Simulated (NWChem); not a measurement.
Species: C2H8AlN; SMILES [CH3][Al]([CH3])[NH2]

```xyz
12

Al     0.0298     0.0003    -0.0001
C     -0.8958    -1.7329    -0.1291
H     -0.2015    -2.5956    -0.1965
H     -1.5585    -1.7675    -1.0207
H     -1.5527    -1.9015     0.7515
C     -0.9215     1.7195     0.1283
H     -1.5826     1.8768    -0.7511
H     -0.2408     2.5931     0.1937
H     -1.5829     1.7443     1.0211
N      1.8212     0.0127     0.0011
H      2.4067     0.8491     0.0628
H      2.4175    -0.8159    -0.0619
```
Atoms are numbered in this order, from 1.

Computed with NWChem. Pople sets run with spherical d functions. All runs use the structure optimised with PBE-D3(BJ)/def2-SVP. Vzz is the largest principal value of the second derivative of the potential at the nucleus (NWChem prints the opposite sign); η is the asymmetry. Non-relativistic.

Task: Predict the results for Hartree-Fock/6-31G*. Quantities: Vzz Al1 (a.u.); η Al1; Vzz N10 (a.u.); η N10.

Result: The vzz Al1 (a.u.) is 0.992 and the η Al1 is 0.16. The vzz N10 (a.u.) comes out as -0.753 and the η N10 is 0.69.
